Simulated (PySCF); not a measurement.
C₄H₁₀Si.
SMILES with atom numbers: `[CH2:1]1[CH2:2][CH2:3][SiH2:4][CH2:5]1` (hydrogens: H6, H7 on C1; H8, H9 on C2; H10, H11 on C3; H12, H13 on Si4; H14, H15 on C5)

Structure used (PBE0-D3(BJ)/def2-SVP), in Å, numbered top down from 1:
```
atom  x, y, z in Å
C1    -0.6321   -0.8543   -0.2960
C2    -0.7774    0.6181    0.1011
C3     0.4813    1.3767   -0.3513
Si4    1.8792    0.1267   -0.0384
C5     0.7291   -1.3694    0.2003
H6    -1.4688   -1.4601    0.0892
H7    -0.6739   -0.9307   -1.3974
H8    -0.8714    0.6836    1.2000
H9    -1.6977    1.0588   -0.3161
H10    0.4299    1.5929   -1.4318
H11    0.6090    2.3408    0.1632
H12    2.8177   -0.0084   -1.1967
H13    2.6953    0.4313    1.1788
H14    1.0552   -2.2835   -0.3174
H15    0.6791   -1.6103    1.2759
```

Jobs on this species (15 atoms, 48 electrons) with PySCF (density fitting). Hardware of each: Arm Neoverse V2, one thread, on a shared host. Times come from a shared host and carry two figures at best. Peak memory is the resident size of the whole Python process, interpreter and libraries included.

```tsv
level and settings	work	basis functions	SCF cycles	wall time	peak memory
delta-SCF UKS SCAN, def2-TZVP on the ionised atom, pcseg-1 elsewhere, spin-free X2C	ΔSCF core ionisation, 4 holes	143	?	?	?
delta-SCF UKS HF, pcX-2 on the ionised atom, pcseg-1 elsewhere, spin-free X2C	ΔSCF core ionisation, 4 holes	166	?	?	?
delta-SCF UKS SCAN, pcX-2 on the ionised atom, pcseg-1 elsewhere, spin-free X2C	ΔSCF core ionisation, 4 holes	166	58	28 s	0.68 GiB
delta-SCF UKS SCAN, pcX-2 on the ionised atom, pcseg-1 elsewhere, non-relativistic	ΔSCF core ionisation, 4 holes	166	57	28 s	0.68 GiB
PBE0-D3(BJ)/def2-SVP, grid level 1	geometry optimisation from a GFN2-xTB start shaken at random	124	29	29 s	0.51 GiB
delta-SCF UKS PBE0, pcX-2 on the ionised atom, pcseg-1 elsewhere, spin-free X2C	ΔSCF core ionisation, 4 holes	166	51	28 s	0.65 GiB
delta-SCF UKS PBE, pcX-2 on the ionised atom, pcseg-1 elsewhere, spin-free X2C	ΔSCF core ionisation, 4 holes	166	56	16 s	0.65 GiB
delta-SCF UKS B3LYP, pcX-2 on the ionised atom, pcseg-1 elsewhere, spin-free X2C	ΔSCF core ionisation, 4 holes	166	52	28 s	0.66 GiB
delta-SCF UKS SCAN, pcX-1 on the ionised atom, pcseg-1 elsewhere, spin-free X2C	ΔSCF core ionisation, 4 holes	146	56	23 s	0.52 GiB
```

Question: Fill in the missing figures.

Answer: 
- delta-SCF UKS SCAN, def2-TZVP on the ionised atom, pcseg-1 elsewhere, spin-free X2C; ΔSCF core ionisation, 4 holes: 26 s, 0.50 GiB, 58 SCF cycles
- delta-SCF UKS HF, pcX-2 on the ionised atom, pcseg-1 elsewhere, spin-free X2C; ΔSCF core ionisation, 4 holes: 17 s, 0.62 GiB, 50 SCF cycles

Question: What do all jobs in the table cost together?

Answer: About 3.7 min; the longest takes about 13 % of that, and about 1.8 times as long as the shortest.
